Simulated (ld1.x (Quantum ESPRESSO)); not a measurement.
Which change was made? (Pd, TM)

ld1.x (Quantum ESPRESSO) 7.5 input, shortened:

```
&input
   title='Pd', zed=46., rel=1, dft='PZ', iswitch=3,
   config='[Kr] 4d7 5s0 5p0'
 /
 &inputp
   pseudotype=2, tm=.true., lloc=0,
   nlcc=.false.
 /
3
4P  2  1   6.00   0.00  1.10  1.10  0.0
4D  3  2   7.00   0.00  1.95  1.95  0.0
4S  1  0   2.00   0.00  0.95  0.95  0.0
 &test
   configts(1)='4s2 4p6 4d7 5s0 5p0'
 /
```

Cutoffs, loose and tight: the cutoffs (Ry, on a coarse ladder) from which the occupation-weighted sum of valence levels, in a spherical-Bessel basis at the reference potential, stays within 10 and 1 mRy of its value at 400 Ry. They do not see the model core or the augmentation charge, which bear on the density cutoff. Test errors are all-electron minus pseudo excitation energies from the reference, over the configurations 4s2 4p6 4d10 5s0 5p0; 4s2 4p6 4d9 5s0 5p0; 4s2 4p6 4d8 5s0 5p0; 4s2 4p6 4d9.5 5s0 5p0; 4s2 4p6 4d9 5s0 5p1; 4s2 4p6 4d8 5s1 5p0; 4s2 4p6 4d9 5s1 5p0 (two spin-polarised tests are not counted in the largest error); variants that change the core or the reference have their own tests.

The base gives: outcome: generated; cutoff, loose: 160 Ry; cutoff, tight: 260 Ry; bound ghosts: none; largest test error (meV): +122.

Q: After one change the result is: outcome: generated; cutoff, loose: 60 Ry; cutoff, tight: 80 Ry; bound ghosts: s, p; largest test error (meV): -155. Which change was it?
A. core [Kr], valence charge 10; reference 4d7 5s0 5p0; waves now 5s (bound): rc 1.85 bohr; 5p (bound): rc 2.20 bohr; 4d (bound): rc 1.65 bohr; local potential the d channel
B. all radii scaled by about 1.14 (s 1.08, p 1.26, d 2.22 bohr)
C. local potential the p channel

A: A. The others give: all radii scaled by about 1.14 (s 1.08, p 1.26, d 2.22 bohr) → outcome: generated; cutoff, loose: 140 Ry; cutoff, tight: 230 Ry; bound ghosts: none; largest test error (meV): +196 | local potential the p channel → outcome: generated; cutoff, loose: 160 Ry; cutoff, tight: 260 Ry; bound ghosts: none; largest test error (meV): +67.
